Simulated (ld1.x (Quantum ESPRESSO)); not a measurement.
**Before and after: RRKJ potential for bismuth**

```json
{
 "Element": "bismuth",
 "Generator": "ld1.x (Quantum ESPRESSO) 7.5",
 "Type": "norm-conserving RRKJ (Kleinman–Bylander form)",
 "Functional": "PBE",
 "Relativity": "scalar-relativistic",
 "Frozen core": "[Xe] 4f14",
 "Valence charge": "15",
 "Reference configuration": "5d10 6s2 6p2 (charge +1)",
 "Partial waves": "6p (bound): rc 1.75 bohr; 5d (bound): rc 1.10 bohr; 5f channel at -0.1 Ry: rc 1.90 bohr; 6s (bound): rc 1.55 bohr",
 "Local potential": "the s channel",
 "Core correction": "none"
}
```

Change: all radii scaled by about 1.20 (s 1.86, p 2.10, d 1.32, f 2.28 bohr).

Cutoffs: the cutoffs (Ry, on a coarse ladder) from which the occupation-weighted sum of valence levels, in a spherical-Bessel basis at the reference potential, stays within 10 and 1 mRy of its value at 400 Ry; they do not see the model core or the augmentation charge, which bear on the density cutoff. Errors are all-electron minus pseudo energies relative to the spin-unpolarised reference configuration.

How do hardness, ghosts and transferability respond?

The potential gets softer (140 Ry and 230 Ry → 100 Ry and 160 Ry); of the 7 tests that both files solve, the error grows in 4 and shrinks in 3 by more than 15 % and 0.3 meV (median size 7.9 → 8.2 meV); neither file shows a bound ghost. A larger radius leaves more room for a smooth pseudo-wave, so fewer plane waves are needed.

| quantity | base | changed |
| --- | --- | --- |
| cutoff, loose | 140 Ry | 100 Ry |
| cutoff, tight | 230 Ry | 160 Ry |
| loose cutoff by channel (10 mRy a level) | p 35 Ry, d 110 Ry, s 35 Ry | p 12 Ry, d 70 Ry, s 21 Ry |
| bound ghosts | none | none |
| error for 5d10 6s2 6p3, meV [ΔE -7.91 eV] | +6.2 | +5.1 |
| error for 5d10 6s2 6p1, meV [ΔE 15.25 eV] | -2.5 | -5.2 |
| error for 5d10 6s2 6p0, meV [ΔE 38.59 eV] | +5.8 | -8.2 |
| error for 5d9 6s2 6p4, meV [ΔE 16.29 eV] | -81 | -254 |
| error for 5d10 6s1 6p0, meV [ΔE 83.99 eV] | +41 | +22 |
| error for 5d10 6s2 6p3.3, meV [ΔE -9.01 eV] | +7.9 | +6.4 |
| error for 5d9 6s2 6p3, meV [ΔE 25.41 eV] | -59 | -212 |
